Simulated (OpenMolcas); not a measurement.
Ag2+ (d9) among equal point charges was computed by CASSCF with the d shell active (OpenMolcas, ANO-RCC-VDZP on the metal). Its lowest spin-free states, and all those of the highest spin:

```
2S+1  Degeneracy  E (cm-1)
   2           2       0.0
   2           2     10087
   2           1     12886
```

**Question.** Is the site octahedral, tetrahedral or cube-like, axial, or of lower symmetry?

**Answer.** The states with 2S+1 = 2 have orbital degeneracies 2, 2, 1. There are pairs but no triples, so the site is axial: not cubic, but with a proper or improper axis of order three or more. The run had Ag2+ among 3 point charges of -2 e arranged as a planar triangle (D3h), 2.07 Å from the ion.

An orbital doublet at a regular site is open to a Jahn-Teller distortion, which this geometry leaves out. Point charges carry no covalency, so the field is a model and not that of real ligands. No measured value stands beside these numbers.
